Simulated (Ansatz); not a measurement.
Geometry optimisation, RHF/6-31G* (Ansatz).

The input (input.yaml):

```yaml
crystal:
  periodic: [false, false, false]
  atoms:
    - { symbol: Al, position_ang: [0.022637, -0.536129, -0.554352] }
    - { symbol: F, position_ang: [0.048951, -0.08202, 2.289094] }
    - { symbol: Cl, position_ang: [1.818483, 0.409068, -0.988651] }
    - { symbol: Cl, position_ang: [-1.791394, 0.168742, -1.309186] }
    - { symbol: O, position_ang: [0.04257, -2.045227, 0.312788] }
    - { symbol: H, position_ang: [-0.682194, -2.652925, 0.268834] }
    - { symbol: H, position_ang: [0.220948, -0.983309, 2.239074] }
basis:
  gaussian: { orbitals: "6-31G*" }
hamiltonian:
  xc: hf
relax:
  f_tol: 0.03
  max_steps: 50
```

Command:

```bash
$ ansatz run input.yaml --threads 1 --pin off --max-ram 2048MiB --backend cpu --events-out ev --progress --plain --runs-dir out
```

Task: Where does it end, and by what steps?

Result: The forces met the threshold. The force dipped under the threshold on the way, but the program's further checks kept it going. After 18 steps the energy has fallen by 0.470 eV; F2 moved furthest, 0.57 Å. Joined: Al1–F2 (2.88 → 1.96 Å).

```csv
step,energy less start (eV),largest force component (eV/Å),accepted
0,0.0000,1.035,yes
1,-0.1259,0.737,yes
2,-0.2846,1.162,yes
3,-0.4039,0.572,yes
4,-0.4376,0.425,yes
5,-0.4483,0.347,yes
6,-0.4540,0.303,yes
7,-0.4599,0.108,yes
8,-0.4630,0.371,yes
9,-0.4579,0.370,no
10,-0.4683,0.213,yes
11,-0.4689,0.212,yes
12,-0.4463,1.356,no
13,-0.4692,0.177,yes
14,-0.4696,0.047,yes
15,-0.4695,0.136,no
16,-0.4699,0.017,yes
17,-0.4701,0.096,yes
18,-0.4704,0.008,yes
```

```xyz
7
Properties=species:S:1:pos:R:3
Al -0.020 -0.481 -0.182
F 0.028 -0.002 1.723
Cl 1.815 0.185 -0.961
Cl -1.771 0.405 -0.938
O -0.116 -2.051 0.504
H -0.223 -2.889 0.083
H -0.032 -0.888 2.028
```

Run time: 41 s on 1 thread of Arm Neoverse V2, with other jobs on the host, peak memory 0.17 GiB.
